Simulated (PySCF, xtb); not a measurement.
B(F)(Me)(OMe) (C2H6BFO), SMILES COB(C)F.

GFN2-xTB (xtb) at its own geometry gives an orbital gap of 6.60 eV and a dipole moment of 3.40 D.

The structure is a stationary point at r2SCAN-D4/def2-SVP. One conformer was computed; it need not be the lowest.

What does PBE/def2-TZVP in PySCF give? (The exact figures need the calculation; the answer reports its results.)

gap 7.26 eV (levels -7.43 and -0.17 eV), dipole 2.65 D.
